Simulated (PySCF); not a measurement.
Low-lying terms of Hg (mercury, neutral)

Ground state [Xe] 4f14 5d10 6s2, ¹S. Calculation: PySCF 2.14, in aug-cc-pVDZ-PP with one added diffuse shell each of s, p, d, f type with ECP60MDF (6s6p5d3f, 70 functions); scalar relativity through the core potential. Vertical excitation energies in eV without spin-orbit coupling; excited terms of each kind are numbered among those the solver found. Frozen: 5s2 5p6.

```tsv
term	leading excitation	EOM-EE-CCSD	measured centre of gravity (NIST)
1 3P°	6s → p	5.152	n/a
1 1P°	6s → p	6.726	n/a
1 3S	6s → s	7.600	7.730 (5d10(1S)6s7s)
1 1S	6s → s	7.804	7.926 (5d10(1S)6s7s)
2 3P°	6s → p	8.551	n/a
2 1P°	6s → p	8.733	n/a
1 3D	6s → d	8.861	n/a
1 1D	6s → d	8.871	n/a
2 3S	6s → s	9.139	n/a
2 1S	6s → s	9.260	n/a
```

Only the lower part of the computed list is shown. Doubly excited terms such as np² are absent. The solver can miss terms. Rydberg members are limited by the diffuse functions of the basis.
